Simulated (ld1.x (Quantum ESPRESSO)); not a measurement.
**Scattering properties, TM potential for Zn**

Zn, norm-conserving Troullier–Martins (Kleinman–Bylander form), made with ld1.x (Quantum ESPRESSO) 7.5 (PBE, scalar-relativistic). Core [Ar] 3d10, reference 4s2 4p0. Waves: 4s (bound): rc 1.90 bohr; 4p (bound, empty): rc 3.50 bohr. Local part: all-electron potential smoothed inside 1.45 bohr (lloc = -1). Core correction: a·sin(br)/r model core inside 1.85 bohr.

The phase is arctan(r·u′/u) with u = r·R(r), unwrapped; energies in Ry, scanned from -2 to 5 Ry. A pole is an energy at which the radial function vanishes at the test radius. The pseudo phase is shifted by a multiple of π to meet the all-electron one at the reference energy, and phase errors are pseudo minus all-electron; the curves can meet again beyond the range given. Levels narrower than the energy grid can be missing from the lists of poles.

```tsv
channel	radius (bohr)	reference energy (Ry)	poles, all-electron	poles, pseudo	unbroken range about the reference energy with phases within 0.05 rad	phase error 1 Ry above the reference energy (rad)
s	3.78	-0.44	-0.18, 2.89	-0.18, 0.52, 3.04	below 0.3	-2.945
p	3.78	-0.08	0.48, 3.64	0.48, 2.81	below 1.2	-0.014
```

Phases in the p channel:

| E (Ry) | all-electron | pseudo |
| --- | --- | --- |
| -2.00 | 1.374 | 1.374 |
| -1.76 | 1.359 | 1.359 |
| -1.52 | 1.340 | 1.340 |
| -1.28 | 1.315 | 1.315 |
| -1.04 | 1.279 | 1.278 |
| -0.80 | 1.222 | 1.221 |
| -0.56 | 1.114 | 1.114 |
| -0.32 | 0.825 | 0.825 |
| -0.08 | -0.374 | -0.374 |
| 0.16 | -1.293 | -1.294 |
| 0.40 | -1.525 | -1.528 |
| 0.64 | -1.637 | -1.642 |
| 0.88 | -1.722 | -1.734 |
| 1.12 | -1.815 | -1.845 |
| 1.36 | -1.960 | -2.053 |
| 1.60 | -2.287 | -2.732 |
| 1.84 | -3.244 | -4.015 |
| 2.08 | -4.113 | -4.421 |
| 2.32 | -4.399 | -4.569 |
| 2.56 | -4.521 | -4.650 |
| 2.80 | -4.591 | -4.710 |
| 3.04 | -4.637 | -4.768 |
| 3.28 | -4.672 | -4.840 |
| 3.52 | -4.700 | -4.976 |
| 3.76 | -4.725 | -5.513 |
| 4.00 | -4.748 | -7.252 |
| 4.24 | -4.772 | -7.613 |
| 4.48 | -4.798 | -7.719 |
| 4.72 | -4.830 | -7.773 |
| 4.96 | -4.872 | -7.808 |
